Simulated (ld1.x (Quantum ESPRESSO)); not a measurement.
u(r) = r·R(r): atom against pseudo-atom (sulfur (S))

Columns: radius, all-electron u(r) and pseudo u(r) of the 3s shell (level -22.18 eV) of sulfur in the configuration [Ne] 3s2 3p3.5; PW91, non-relativistic, PAW scheme, ld1.x (Quantum ESPRESSO) 7.5.

```csv
r (bohr),all-electron,pseudo
0.065,0.2078,0.0235
0.130,-0.0013,0.0482
0.195,-0.2303,0.0752
0.260,-0.3714,0.1056
0.325,-0.4145,0.1400
0.390,-0.3794,0.1790
0.455,-0.2911,0.2228
0.520,-0.1713,0.2713
0.585,-0.0369,0.3239
0.650,0.1004,0.3800
0.715,0.2325,0.4385
0.780,0.3542,0.4981
0.845,0.4628,0.5574
0.910,0.5571,0.6148
0.975,0.6368,0.6688
1.040,0.7024,0.7178
1.105,0.7546,0.7605
1.170,0.7942,0.7957
1.235,0.8224,0.8225
1.300,0.8403,0.8403
1.365,0.8492,0.8492
1.430,0.8502,0.8502
1.495,0.8446,0.8446
1.560,0.8332,0.8332
1.625,0.8172,0.8172
1.690,0.7975,0.7975
```

(1) How many radial nodes do the two functions have?

(2) At about which radius was the pseudo-wave matched?

(3) Is the pseudo-wave norm-conserving?

Results:

(1) The all-electron 3s function has n − l − 1 = 2; the pseudo-wave has 0, since the states of the same l below it are removed with the core.

(2) 1.30 bohr, where the columns begin to agree (steps of 0.07 bohr).

(3) No, it belongs to a PAW set: the norm inside the radius is not constrained, and the difference is carried by the augmentation charge.
